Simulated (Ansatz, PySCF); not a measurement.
(E)-1,2-dibromo-1-chloroethene (C2HBr2Cl), SMILES Cl/C(Br)=C\Br.

The structure is a stationary point at PBE0-D3(BJ)/def2-SVP.

Vertical ionisation energy (IE) and electron affinity (EA) in eV. Rows of orbital energies are one-electron estimates. Where ΔSCF, EOM or ADC give a negative EA the extra electron is unbound and the value depends on the basis.

```json
[
 {"level": "−ε(HOMO), −ε(LUMO), CAM-B3LYP/def2-TZVP (PySCF)", "IE": "8.50", "EA": "-0.15"},
 {"level": "−ε(HOMO), −ε(LUMO), PBE/def2-TZVP (PySCF)", "IE": "6.10", "EA": "1.88"},
 {"level": "ΔSCF, PBE0/def2-SVPD (Ansatz), final states of multiplicity 2 and 2", "IE": "9.24", "EA": "-0.41"},
 {"level": "ΔSCF, PBE/def2-SVPD (Ansatz), final states of multiplicity 2 and 2", "IE": "8.94", "EA": "-0.20"}
]
```

What vertical singlet–triplet gap does ΔSCF give with PBE0/def2-SVPD (Ansatz, a quantum-chemistry and plane-wave program) and with PBE/def2-SVPD (Ansatz)? (An estimate is asked for; the answer gives what the named calculation found.)

3.59 and 3.62 eV (triplet above singlet where positive).
